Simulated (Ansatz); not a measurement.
Born–Oppenheimer molecular dynamics of ClH$_{7}$Si$_{3}$ (11 atoms, charge 0, multiplicity 1). It starts from a relaxed structure.

Theory: Ansatz, RKS B3LYP-D4/6-31G.

```json
{
 "ensemble": "NVE (velocity Verlet)",
 "time step": "0.5 fs",
 "steps asked": "250",
 "starting velocities drawn for": "700 K",
 "seed": "743648"
}
```

First frame:

```xyz
11
Properties=species:S:1:pos:R:3
Si -0.035 -0.007 0.004
H 0.139 -0.107 1.494
Cl 2.036 0.157 -0.808
Si -1.163 1.988 -0.592
H -2.559 1.935 -0.035
H -0.446 3.177 -0.029
H -1.235 2.093 -2.085
Si -0.962 -1.997 -0.883
H -2.337 -2.188 -0.306
H -1.068 -1.878 -2.374
H -0.103 -3.173 -0.524
```

**Question.** How far do the bonds stretch over the last three quarters of this one trajectory? (Pairs bonded in most of those frames.)

**Answer.** 
```tsv
bond	mean (Å)	spread (Å)	shortest	longest
Si1–H2	1.510	0.014	1.49	1.54
Si1–Cl3	2.238	0.016	2.21	2.26
Si1–Si4	2.378	0.033	2.32	2.44
Si1–Si8	2.389	0.061	2.30	2.49
Si4–H5	1.509	0.032	1.45	1.56
Si4–H6	1.509	0.064	1.41	1.60
Si4–H7	1.509	0.035	1.45	1.57
Si8–H9	1.511	0.052	1.43	1.59
Si8–H10	1.503	0.014	1.48	1.53
Si8–H11	1.503	0.035	1.45	1.56
```

Mean temperature of the second half: 324 K. The conserved energy stayed within 0.22 meV per atom of its start (net change 0.12 meV per atom), so the integration is sound. Over the second half the temperature averaged 0.46 of the 700 K drawn at the start: a run that starts near a minimum puts about half its kinetic energy into the potential. A run of 0.12 ps of so small a system gives no equilibrium averages. Limits of this set-up: no polarisation functions.

Time of the run: 15 min on 1 thread of Arm Neoverse V2 (shared host), peak memory 0.16 GiB.
